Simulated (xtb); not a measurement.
Al(H)(OH)(SeH) (AlH3OSe), SMILES [OH][AlH][SeH]. All values are semi-empirical tight-binding results from xtb (GFN2-xTB unless named), good for trends rather than for accurate numbers. The structure is a stationary point at GFN2-xTB. One conformer was computed; it need not be the lowest.

For metal compounds this method's bond lengths and energies can be far off.

- point group as xtb finds it = Cs
- orbital gap = 3.98 eV
- zero-point energy = 16.6 kcal/mol
- G − E(el) at 298.15 K (modified RRHO) = -2.2 kcal/mol
